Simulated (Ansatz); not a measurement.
`CB(C)[SiH2]F` + H₂S → `CB(C)S` + `F[SiH3]`  (cleavage of the B–Si bond)

Isolated molecules relaxed with PBE0-D4/def2-TZVP in Ansatz; ΔE leaves out vibrations. CCSD(T)/CBS adds triple-zeta CCSD(T) − MP2 to the extrapolated MP2 energy (def2 sets, frozen cores). This one scheme is used for every species. Functionals use def2-TZVPP. HSE06 is defined as in plane-wave codes. Each species was taken in one conformer, which may not be the lowest.

(1) Is it downhill or uphill in electronic energy at CCSD(T)/CBS, and by how much? (An estimate is asked.)

(2) What do these levels give: PBE-D4, HSE06-D4, PBE, r2SCANh, RPA@PBE/def2-TZVPP, CCSD/def2-TZVPP? (An estimate is asked.)

Largest T1 diagnostic among the species: 0.012.

## Answers

(1) The calculation gave: Downhill: ΔE = -1.19 eV.

(2) The calculation gave: PBE-D4 -1.11, HSE06-D4 -1.13, PBE -1.11, r2SCANh -1.19, RPA@PBE/def2-TZVPP -1.19, CCSD/def2-TZVPP -1.18 eV.

At CCSD(T), def2-SVP lies −0.08 eV from the extrapolated value and def2-TZVPP −0.01 eV. From BLYP to BHLYP (50 % exact exchange), in def2-TZVPP and without D4, ΔE moves by −0.06 eV.
